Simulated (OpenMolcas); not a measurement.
# Dy2+: moving or changing the point charges

Dy2+ among 7 point charges of -0.5 e arranged as a pentagonal bipyramid (D5h), 2.31 Å from the ion, with the axial distance 2.518 Å.

```
Program             : OpenMolcas
Method              : CASSCF
Basis               : ANO-RCC-VTZP [8s7p5d3f2g1h]
Scalar Hamiltonian  : DKH2, point nucleus
Active space        : 10 electrons in 7 orbitals (4f)
State averaging     : 2S+1 = 5 even, 35 roots (33 in the spin-orbit step); 2S+1 = 3 even, 106 roots kept (CI in the orbitals of an earlier block); 2S+1 = 1 even, 44 roots kept (CI in the orbitals of an earlier block, 31 in the spin-orbit step)
Spin-orbit coupling : state interaction with AMFI integrals over the reference wave functions
```

Runs around this geometry, states. Energies in cm-1 above the lowest state or level, χT in cm3 K/mol.

| R (Å) | q (e) | Ground state | First state of that spin | First gap with spin-orbit (degeneracies) | Width of lowest J | χT at 300 K |
| --- | --- | --- | --- | --- | --- | --- |
| 2.31 | -0.25 | 2S+1 = 5 | 9.6 | 4.4 (1, 2) | 101 | 13.955 |
| 2.31 | -0.5 | 2S+1 = 5 | 18.9 | 8.6 (1, 2) | 204 | 13.941 |
| 2.55 | -0.5 | 2S+1 = 5 | 12.3 | 5.7 (1, 2) | 146 | 13.951 |
| 2.64 | -0.5 | 2S+1 = 5 | 10.6 | 4.9 (1, 2) | 130 | 13.952 |

Taking the width of the lowest J multiplet as R^-n, n = -ln(130 / 204) / ln(2.64 / 2.31) = 3.4 between the shortest and longest distance.

Scaling the charges by -0.25 / -0.5 = 0.50 scales the width of the lowest J multiplet by 101 / 204 = 0.50; with fixed orbitals a first-order splitting would follow the charge.

High states are left out of the spin-orbit mixing, which shifts the levels that they would mix with. Point charges carry no covalency, so the field is a model and not that of real ligands. An unlabelled pair can be two single states that coincide in this model. A group larger than the point group allows holds several states that coincide in this model. No measured value stands beside these numbers.

A state without a sure symmetry label is named by its multiplicity alone.
